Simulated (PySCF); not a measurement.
Compound: (Me3Si)2PPF2, C6H18F2P2Si2.
Cartesian coordinates in Å at the PBE0-D3(BJ)/def2-SVP level; atoms count from 1:
```xyz
30
C6H18F2P2Si2 angstrom
C      3.3834   -0.4780   -0.2814
Si     1.7680    0.1604    0.4400
C      1.8462    0.1589    2.3172
C      1.4247    1.8928   -0.2106
P      0.2165   -1.3946   -0.1624
P      0.5346   -1.1289   -2.3329
F      1.5795   -2.3429   -2.5739
F     -0.8152   -1.8805   -2.8482
Si    -1.7823   -0.2928   -0.0610
C     -3.0757   -1.6418   -0.2199
C     -2.0245    0.9678   -1.4389
C     -1.8962    0.5417    1.6211
H      3.5810   -1.5055    0.0610
H      3.3657   -0.4945   -1.3824
H      4.2256    0.1597    0.0335
H      2.6522    0.8273    2.6616
H      2.0527   -0.8533    2.6967
H      0.9028    0.5057    2.7642
H      2.2499    2.5677    0.0703
H      1.3472    1.8908   -1.3088
H      0.4936    2.3100    0.2011
H     -4.0926   -1.2169   -0.2107
H     -2.9307   -2.1825   -1.1678
H     -2.9924   -2.3680    0.6029
H     -1.2543    1.7523   -1.4354
H     -3.0074    1.4520   -1.3144
H     -2.0195    0.4782   -2.4248
H     -1.7086   -0.1769    2.4337
H     -1.1800    1.3709    1.7215
H     -2.9092    0.9537    1.7605
```

The calculation used PBE0-D3(BJ)/def2-SVP geometry optimisation, gas phase in PySCF 2.14.0.

Take the most abundant isotopes and a rigid rotor. The values belong to one conformer with, in the numbering `[CH3:1][Si:2]([CH3:3])([CH3:4])[P:5]([P:6]([F:7])[F:8])[Si:9]([CH3:10])([CH3:11])[CH3:12]`, Si2–P5–P6–F7 96°.

Problem. What are A, B and C (GHz)?

Solution. Ia = 862.37, Ib = 972.48, Ic = 1461.86 u·Å²; 505379 MHz·u·Å²/I gives 586.0, 519.7 and 345.7 MHz, that is A = 0.5860, B = 0.5197, C = 0.3457 GHz.

Problem. Classify the top.

Solution. An asymmetric top. Ray's parameter κ = (2B − A − C)/(A − C) = 0.448; −1 is the prolate and +1 the oblate limit.

Problem. What does the inertial defect say?

Solution. Not planar: Δ = Ic − Ia − Ib = -372.99 u·Å². For a rigid frame Δ = −2 Σ m c², so Σ m c² = 186.49 u·Å² lies off the ab plane: 44.26 from hydrogen and 142.23 from heavier atoms. The atom farthest from that plane is 2.45 Å away.

Problem. Give the other two planar moments, Paa and Pbb, and the rms extents of the mass along the axes.

Solution. Paa = Σ m a² = (Ib + Ic − Ia)/2 = 785.99 and Pbb = Σ m b² = (Ia + Ic − Ib)/2 = 675.87 u·Å². With the mass M = 246.04 u, the rms extents √(P/M) along a, b and c are 1.79, 1.66, 0.87 Å.

Problem. Which types of transition are allowed, and where do some lines up to J = 4 fall?

Solution. The dipole components are |μa| = 0.75 D, |μb| = 3.20 D, |μc| = 1.43 D. The squared components, which scale the intensities, stand as 0.05 : 1.00 : 0.20 (a : b : c). Some lines, for components of 0.1 D or more:

| type | branch | J(Ka,Kc) | MHz | lower level (cm⁻¹) |
| --- | --- | --- | --- | --- |
| c | Q | 4(4,1) ← 4(3,1) | 647 | 0.353 |
| b | Q | 4(4,0) ← 4(3,1) | 684 | 0.353 |
| b | Q | 3(3,1) ← 3(2,2) | 829 | 0.194 |
| b | R | 1(1,1) ← 0(0,0) | 932 | 0.000 |
| a | Q | 3(1,2) ← 3(1,3) | 971 | 0.159 |
| b | Q | 4(4,1) ← 4(3,2) | 975 | 0.342 |
| b | Q | 4(3,2) ← 4(2,3) | 1082 | 0.305 |
| c | R | 1(1,0) ← 0(0,0) | 1106 | 0.000 |
| b | R | 2(1,2) ← 1(0,1) | 1623 | 0.029 |
| c | R | 2(1,1) ← 1(0,1) | 2145 | 0.029 |
| a | R | 3(1,3) ← 2(1,2) | 2273 | 0.083 |
| a | R | 4(1,4) ← 3(1,3) | 2969 | 0.159 |
| c | R | 3(1,2) ← 2(0,2) | 3260 | 0.082 |
| c | R | 3(2,2) ← 2(1,2) | 3317 | 0.083 |
| b | R | 3(3,0) ← 2(2,1) | 3498 | 0.107 |
| b | R | 4(3,2) ← 3(2,1) | 4002 | 0.208 |
| b | R | 4(3,1) ← 3(2,2) | 4763 | 0.194 |

Problem. Estimate the classical rotational partition function at 25 K, 298.15 K and 500 K.

Solution. Point group C1, symmetry number σ = 1; q = (√π/σ)·√((kT/h)³/(ABC)), k/h = 20836.6 MHz/K: 64900 at 25 K, 2670000 at 298.15 K, 5810000 at 500 K.

Whether it is a minimum is left open (no frequencies). Constants of a rigid frame at the computed geometry: no zero-point averaging, no centrifugal distortion. A rigid rotor knows nothing of internal rotation, which can split or shift real lines.
